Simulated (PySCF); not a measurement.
CHO, SMILES C#[O+], charge +1.

Coordinates come from a r2SCAN-D4/def2-TZVPD optimisation.

Level of theory: TDDFT-M06-2X/def2-TZVPD run with PySCF.

Vertical excitations; the highest root listed may be one member of a degenerate set. The molecule is in vacuum. State labels are in the subgroup C2v.

```
state  symmetry  energy (eV)  λ (nm)      f                                              main pairs
-----  --------  -----------  ------  -----  ------------------------------------------------------
S1           A2         8.67     143  0.000                      HOMO−1→LUMO+1 49 %, HOMO→LUMO 49 %
S2           A2         9.92     125  0.000               HOMO→LUMO, HOMO−1→LUMO+1 (degenerate set)
S3           A1         9.92     125  0.000               HOMO−1→LUMO, HOMO→LUMO+1 (degenerate set)
S4           B2        11.46     108  0.001                          HOMO−2→LUMO+1 (degenerate set)
S5           B1        11.46     108  0.001                            HOMO−2→LUMO (degenerate set)
S6           B1        14.49      86  0.007             HOMO−1→LUMO+2, HOMO−3→LUMO (degenerate set)
S7           B2        14.49      86  0.007             HOMO→LUMO+2, HOMO−3→LUMO+1 (degenerate set)
S8           A1        14.58      85  0.382  HOMO−1→LUMO 42 %, HOMO→LUMO+1 42 %, HOMO−2→LUMO+2 11 %
S9           B1        16.18      77  0.253                            HOMO−3→LUMO (degenerate set)
S10          B2        16.18      77  0.253                          HOMO−3→LUMO+1 (degenerate set)
T1           A1         7.80     159      0                      HOMO−1→LUMO 48 %, HOMO→LUMO+1 48 %
T2           A2         8.83     140      0                      HOMO→LUMO 49 %, HOMO−1→LUMO+1 49 %
T3           A2         8.93     139      0               HOMO−1→LUMO+1, HOMO→LUMO (degenerate set)
T4           A1         8.93     139      0               HOMO→LUMO+1, HOMO−1→LUMO (degenerate set)
```
Triplets are in the Tamm–Dancoff approximation, which puts them higher than full response would, so one can lie above its singlet here.
